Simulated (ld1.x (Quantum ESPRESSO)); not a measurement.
**Plane-wave convergence, TM potential for bismuth (Bi)**

```
Element                 : bismuth (Bi)
Generator               : ld1.x (Quantum ESPRESSO) 7.5
Type                    : norm-conserving Troullier–Martins (Kleinman–Bylander form)
Functional              : PBE
Relativity              : scalar-relativistic
Frozen core             : [Xe] 4f14
Valence charge          : 15
Reference configuration : 5d10 6s2 6p2 (charge +1)
Partial waves           : 6s (bound): rc 1.80 bohr; 5d (bound): rc 1.90 bohr; 6p (bound): rc 2.10 bohr
Local potential         : the p channel
Core correction         : a·sin(br)/r model core inside 1.20 bohr
```

The pseudo-atom Hamiltonian at the reference potential is diagonalised in spherical Bessel functions j_l(qr) that vanish at 20 bohr, with q² up to the cutoff. All-electron valence levels (Ry): 6s -1.6250, 5d -2.5865, 6p -0.8407.

Question: How do the lowest levels (Ry) of each channel move with the cutoff, and are there ghosts?

Answer:

| cutoff (Ry) | s #1 | s #2 | d #1 | d #2 | p #1 | p #2 | f #1 | Σ f·Δε (mRy) |
| --- | --- | --- | --- | --- | --- | --- | --- | --- |
| 8 | -1.5881 | -0.3561 | -0.5136 | -0.1311 | -0.8307 | -0.2093 | -0.0632 | 20823.3 |
| 15 | -1.6101 | -0.3590 | -1.0342 | -0.1825 | -0.8382 | -0.2107 | -0.0632 | 15558.1 |
| 21 | -1.6172 | -0.3600 | -1.8523 | -0.2146 | -0.8393 | -0.2108 | -0.0632 | 7360.7 |
| 35 | -1.6241 | -0.3608 | -2.5065 | -0.2262 | -0.8405 | -0.2110 | -0.0632 | 802.5 |
| 45 | -1.6243 | -0.3609 | -2.5767 | -0.2273 | -0.8407 | -0.2110 | -0.0632 | 99.3 |
| 60 | -1.6249 | -0.3609 | -2.5862 | -0.2275 | -0.8407 | -0.2111 | -0.0632 | 2.8 |
| 80 | -1.6250 | -0.3609 | -2.5863 | -0.2275 | -0.8407 | -0.2111 | -0.0632 | 1.7 |
| 110 | -1.6250 | -0.3609 | -2.5865 | -0.2275 | -0.8407 | -0.2111 | -0.0632 | 0.1 |
| 400 | -1.6250 | -0.3609 | -2.5865 | -0.2275 | -0.8407 | -0.2111 | -0.0632 | 0.0 |

Result: no extra level below or beside the all-electron valence levels (s, d, p, f tested); 10 mRy is reached at 55 Ry and 1 mRy at 90 Ry.
